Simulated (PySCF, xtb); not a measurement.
H7N3Sn, SMILES [NH2][SnH]([NH2])[NH2].

GFN2-xTB (xtb) at its own geometry gives an orbital gap of 4.47 eV and a dipole moment of 1.69 D.

Geometry optimised at PBE0-D3(BJ)/def2-SVP. The structure was generated by enumeration; whether it is a known compound was not checked. The def2 effective core potentials stand for the cores of Sn; spin–orbit coupling is left out. One conformer was computed; it need not be the lowest.

### Question
What does PySCF with PBE0/def2-TZVP give? (An estimate is asked for; the answer gives what the named calculation found.)

### Answer
gap 7.12 eV (levels -7.17 and -0.05 eV), dipole 1.33 D.
